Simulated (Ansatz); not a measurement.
```yaml
crystal:
  periodic: [false, false, false]
  atoms:
    - {symbol: F, position_ang: [-1.169304, -0.984113, 0.933235]}
    - {symbol: C, position_ang: [-0.381984, 0.102426, 0.663510]}
    - {symbol: F, position_ang: [0.534758, 0.192353, 1.729926]}
    - {symbol: Cl, position_ang: [-1.225901, 1.529964, 0.670078]}
    - {symbol: C, position_ang: [0.315539, -0.045371, -0.717222]}
    - {symbol: F, position_ang: [1.174179, 0.989130, -0.833307]}
    - {symbol: Cl, position_ang: [1.403550, -1.499571, -0.592408]}
    - {symbol: Cl, position_ang: [-0.827978, -0.266450, -2.007444]}
basis:
  gaussian: {orbitals: aug-cc-pVTZ}
total_charge: -1
magnetization: {spin_polarized: true, initial_magnetization: 1}
hamiltonian: {xc: {name: BLYP}, dispersion: d3bj}
output: {forces: true}
```

```sh
$ ansatz run in.yaml --threads 2 --pin off --events-out ev --progress --plain --max-ram 32768MiB --backend cuda --devices 0, --max-vram 18GiB
```

Output, abridged:

```
Functional definition: BLYP
2044 factors; their error is unknown
mean field evaluation 1: about -47794.4479 eV, gradient 1.6e1 eV
mean field evaluation 2: about -47790.4520 eV, gradient 2.9e1 eV
mean field evaluation 4: about -47795.3813 eV, gradient 5.1e0 eV
mean field evaluation 8: about -47795.4928 eV, gradient 1.7e0 eV
mean field evaluation 16: about -47795.1962 eV, gradient 5.3e0 eV
mean field evaluation 32: about -47795.4534 eV, gradient 2.2e-4 eV
mean field -47795.45340912 eV, -1756.4505158633 hartree, gradient 2.3e-6 eV, S^2 0.750882; 10 other end points of the search recorded, 0 dependent functions left out
reference -47795.45375585 eV, -1756.4505286052 hartree; 46, 45 occupied and 334, 335 virtual orbitals, 2044 factors
Total energy: -47796.04840224 eV, -1756.4723814571 hartree
Atom 0 at    -1.169304    -0.984113     0.933235 Å, force    -0.172618    -0.070915     0.055710 eV/Å
Atom 1 at    -0.381984     0.102426     0.663510 Å, force     1.876617    -1.848448    -0.144278 eV/Å
Atom 2 at     0.534758     0.192353     1.729926 Å, force     0.062931    -0.504536    -0.469787 eV/Å
Atom 3 at    -1.225901     1.529964     0.670078 Å, force    -2.847899     3.694705     0.562146 eV/Å
Atom 4 at     0.315539    -0.045371    -0.717222 Å, force     0.173371    -0.330933     2.485153 eV/Å
Atom 5 at     1.174179     0.989130    -0.833307 Å, force     0.226194     1.503995    -0.727766 eV/Å
Atom 6 at     1.403550    -1.499571    -0.592408 Å, force     2.304462    -2.897216     0.191496 eV/Å
Atom 7 at    -0.827978    -0.266450    -2.007444 Å, force    -1.623057     0.453347    -1.952674 eV/Å
Dipole moment:    -0.141036     0.376248     0.336808 e Å
```

Hardware: 2 threads of an AMD EPYC 7R13 on a shared host and a share of an NVIDIA H100 80 GB. Wall time 25 s, peak host memory 0.99 GiB.
